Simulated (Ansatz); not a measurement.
Cartesian coordinates (Å):
```xyz
11

C      1.8124    -0.4530    -0.8777
C      0.8621     0.3547    -0.5061
C     -0.0630     1.2104    -0.1549
O     -1.2210     0.9423     0.4926
C     -1.4257    -0.4158     0.8102
H      2.6543    -0.6811    -0.2284
H      1.8047    -0.9333    -1.8532
H      0.0392     2.2681    -0.3723
H     -2.3846    -0.4749     1.3217
H     -0.6302    -0.7879     1.4647
H     -1.4482    -1.0297    -0.0965
```
Charge 0, spin multiplicity 1.

These are frozen-core CCSD(T)/def2-TZVPP // PBE0-D3(BJ)/def2-TZVP (Ansatz, an electronic-structure program) values and carry that method's errors.

```json
{
 "HF energy": "-229.83182 Ha",
 "MP2 correlation energy": "-0.88068 Ha"
}
```

Q: Estimate the CCSD correlation energy, the (T) correction, the total energy and the T1 diagnostic.

A: 
| Quantity | Result |
|---|---|
| CCSD correlation energy | -0.91500 Ha |
| (T) correction | -0.04114 Ha |
| CCSD(T) total energy | -230.78796 Ha |
| T1 diagnostic | 0.013 |
